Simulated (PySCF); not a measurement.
Input file for PySCF: R-MP2/6-31G* on AlF2H (SMILES [F][AlH][F]), a point of a bond scan (R = 2.877 Å).

```python
from pyscf import gto, scf, dft, mp
from pyscf.data.elements import chemcore

mol = gto.M(
    atom='''
    Al   -0.29735585   -0.20000769   -0.23453486
    H    -1.37591570   -0.92546933   -1.08523238
    F    -0.16193945    2.67286906   -0.14716002
    F     0.80236859   -1.04990625    0.64396034
    ''',
    basis='6-31g*',
    cart=True,
    charge=0, spin=0, verbose=3, max_memory=1800)
mf = scf.RHF(mol)
mf.conv_tol = 1e-8
mf.max_cycle = 100
mf.kernel()
if not mf.converged:
    mf = mf.newton().run(mf.mo_coeff, mf.mo_occ)
pt = mp.MP2(mf, frozen=chemcore(mol)).run()
```

Q: Predict the final total energy.

A: -441.7186 hartree.
